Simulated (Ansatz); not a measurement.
Wavefunction ladder for CH7NSSi2 (`C[Si@@H]1S[Si@@H]1N`)

Z-matrix (Å, degrees):
```
C
Si 1 1.867
H 1 1.091 2 111.0
H 1 1.093 2 110.3 3 120.6
H 1 1.093 2 110.2 3 -120.0
S 2 2.160 1 116.0 3 48.0
Si 2 2.242 1 124.1 3 -20.7
H 2 1.486 1 110.8 3 179.8
N 7 1.708 2 124.5 1 -6.8
H 7 1.480 2 124.4 1 -160.3
H 9 1.008 7 119.5 2 166.4
H 9 1.007 7 120.8 2 20.8
```

The species carries charge 0 and has multiplicity 1. The structure was optimised at the PBE0-D4/def2-TZVP level. It is one conformer, not always the lowest. Frozen core, restricted reference, Ansatz 0.2.0. CBS rows extrapolate triple and quadruple zeta; past MP2 they add the triple-zeta difference.

```
     basis      HF (Eh)  MP2 corr.  CCSD corr.       (T)  CCSD(T) total
def2-TZVPP  -1071.93718   -0.80260    -0.85820  -0.03856    -1072.83394
def2-QZVPP  -1071.97076   -0.86394           –         –              –
 CBS(def2)  -1071.97539   -0.90938    -0.96498     as TZ    -1072.97893
```
